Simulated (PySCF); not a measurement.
Löwdin shares of the frontier orbitals

C4H12SSi.
Cartesian coordinates in Å at the GFN2-xTB level; atoms count from 1:
```
atom  x, y, z in Å
C1    -1.405   -0.389    1.083
C2    -0.429    0.138    0.033
C3     0.995   -0.336    0.333
Si4    2.362    0.400   -0.771
C5    -0.851   -0.314   -1.360
S6    -2.470    0.351   -1.878
H7    -1.373   -1.477    1.113
H8    -1.148   -0.009    2.069
H9    -2.422   -0.082    0.849
H10   -0.445    1.235    0.061
H11    1.022   -1.427    0.278
H12    1.217   -0.079    1.372
H13    2.400   -0.269   -2.074
H14    2.104    1.828   -0.967
H15    3.649    0.213   -0.101
H16   -0.971   -1.397   -1.394
H17   -0.121   -0.015   -2.112
H18   -2.122    1.635   -1.810
```

Method used: TDDFT CAM-B3LYP/def2-SVPD, vertical, gas phase, core orbitals frozen in the response (PySCF).

Kohn–Sham orbitals with the atoms that hold most of them (Löwdin shares over 4%, at most four atoms; ? is withheld):

```json
{"orbital": "LUMO+2", "ε (eV)": "1.52", "atoms": "Si4 42%, H13 10%, H14 10%, H15 9%"}
{"orbital": "LUMO+1", "ε (eV)": "1.25", "atoms": "S6 54%, H18 12%, Si4 5%, C5 4%"}
{"orbital": "LUMO", "ε (eV)": "0.92", "atoms": "?"}
{"orbital": "HOMO", "ε (eV)": "?", "atoms": "S6 73%, C5 10%, H18 6%"}
{"orbital": "HOMO-1", "ε (eV)": "-9.98", "atoms": "?"}
{"orbital": "HOMO-2", "ε (eV)": "-10.30", "atoms": "S6 42%, C3 14%, C5 13%, C2 10%"}
{"orbital": "HOMO-3", "ε (eV)": "-10.94", "atoms": "Si4 24%, H13 18%, C3 12%, C2 8%"}
```

Question: Which atoms hold the LUMO, and with what shares?

Answer: S6 (bonded to C and H) 26%; Si4 (bonded to C and 3 H) 20%; H18 (bonded to S) 8%; C3 (bonded to C, Si and 2 H) 5%.

Question: Which atoms hold the HOMO-1, and with what shares?

Answer: C3 (bonded to C, Si and 2 H) 30%; Si4 (bonded to C and 3 H) 20%; C1 (bonded to C and 3 H) 13%; C2 (bonded to 3 C and H) 12%. By element: carbon 55% or more, silicon 20%.

Question: What is the HOMO energy, and the HOMO–LUMO gap?

Answer: ε(HOMO) = -8.17 eV; the gap is 9.09 eV (0.3340 hartree).

Question: How does S1 compare with the orbital gap of 9.09 eV?

Answer: S1 is at 5.54 eV (f = 0.0054), 3.55 eV below the gap, made of HOMO→LUMO (56%), HOMO→LUMO+3 (20%). 

Next come S2 at 6.17 eV (f 0.028), HOMO→LUMO+1 (79%), HOMO→LUMO+3 (10%); S3 at 7.08 eV (f 0.016), HOMO→LUMO+4 (76%); S4 at 7.31 eV (f 0.030), HOMO→LUMO (26%), HOMO→LUMO+6 (18%), HOMO→LUMO+5 (13%); S5 at 7.43 eV (f 0.0085), HOMO→LUMO+3 (53%), HOMO→LUMO+5 (17%), HOMO→LUMO (9%).

Löwdin shares depend on the basis, the more so with diffuse functions.

The run took 2.1 min wall, 1.9 min CPU on one thread, Intel Xeon at 2.50 GHz (x86_64), no GPU (shared host), and the process peaked at 1.1 GiB of memory.

One conformer stands for the species.
